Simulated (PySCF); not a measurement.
Field gradients from PBE0/pcSseg-1 densities (PySCF, non-relativistic) at GFN2-xTB geometries, isolated species, one conformer each; χzz is the principal value of largest magnitude, with Q(35Cl) = −0.0817 b, Q(14N) = 0.02044 b, Q(33S) = −0.0678 b. GFN2-xTB bond lengths can be off by several hundredths of an ångström, more for odd bonds, and the gradients follow them. With a basis this small, the couplings can be 20 % off.

Question: Rank these 35Cl sites by the size of the quadrupole coupling, smallest first.
A. The vinyl chlorine of `[SiH3][C@@H]1C=C(Cl)SC1`
B. The silicon-bound chlorine of `C#C[C@@H](C)S[SiH2]Cl`
C. The vinyl chlorine of `C=C(Cl)[C@@H]1CS[SiH2]1`
D. The alkyl chlorine of `C=C1C(F)=C1CCl`

Answer: B (40.68 MHz), C (71.56 MHz), A (77.84 MHz), D (81.57 MHz).

Question: Rank these 14N sites by the size of the quadrupole coupling, smallest first.
A. The nitrogen bridging silicon atoms of `C=C[C@@H]1C[SiH2]N[SiH2]1`
B. N1 (nitrogen bonded to P and 2 H) in `[NH2:1][P:2]([c:3]1[cH:4][cH:5][o:6][cH:7]1)[N:8]([SiH3:9])[SiH3:10]`
C. The nitrogen bridging silicon atoms of `CC[P@@](C)(=S)N([SiH3])[SiH3]`
D. The silicon-bound nitrogen of `CN[Si@@H]1C=CC[SiH2]1`

Answer: C (3.463 MHz), A (3.670 MHz), B (4.546 MHz), D (4.904 MHz).

Question: Rank these 33S sites by the size of the quadrupole coupling, smallest first.
A. The sulfide sulfur of `[SiH3][C@@H]1C=C(Cl)SC1`
B. The sulfur bonded to C and Si of `C#C[C@@H](C)S[SiH2]Cl`
C. The sulfur bonded to P of `CC[P@@](C)(=S)N([SiH3])[SiH3]`
D. The sulfur bonded to C of `C[Si](C)(Cl)C=C=S`

Answer: D (30.12 MHz), C (34.56 MHz), B (37.33 MHz), A (46.12 MHz).

All sites together:

| nucleus | site | Vzz (au) | η | χzz (MHz) |
| --- | --- | --- | --- | --- |
| 35Cl | the alkyl chlorine of C=C1C(F)=C1CCl | 4.249 | 0.02 | -81.57 |
| 35Cl | the silicon-bound chlorine of C#C[C@@H](C)S[SiH2]Cl | 2.119 | 0.12 | -40.68 |
| 35Cl | the vinyl chlorine of C=C(Cl)[C@@H]1CS[SiH2]1 | 3.728 | 0.10 | -71.56 |
| 35Cl | the vinyl chlorine of [SiH3][C@@H]1C=C(Cl)SC1 | 4.055 | 0.07 | -77.84 |
| 14N | N1 (nitrogen bonded to P and 2 H) in [NH2:1][P:2]([c:3]1[cH:4][cH:5][o:6][cH:7]1)[N:8]([SiH3:9])[SiH3:10] | -0.947 | 0.11 | -4.546 |
| 14N | the nitrogen bridging silicon atoms of CC[P@@](C)(=S)N([SiH3])[SiH3] | -0.721 | 0.37 | -3.463 |
| 14N | the silicon-bound nitrogen of CN[Si@@H]1C=CC[SiH2]1 | -1.021 | 0.37 | -4.904 |
| 14N | the nitrogen bridging silicon atoms of C=C[C@@H]1C[SiH2]N[SiH2]1 | -0.764 | 0.36 | -3.670 |
| 33S | the sulfide sulfur of [SiH3][C@@H]1C=C(Cl)SC1 | -2.895 | 0.72 | 46.12 |
| 33S | the sulfur bonded to C and Si of C#C[C@@H](C)S[SiH2]Cl | -2.343 | 0.84 | 37.33 |
| 33S | the sulfur bonded to P of CC[P@@](C)(=S)N([SiH3])[SiH3] | 2.169 | 0.16 | -34.56 |
| 33S | the sulfur bonded to C of C[Si](C)(Cl)C=C=S | -1.891 | 0.23 | 30.12 |
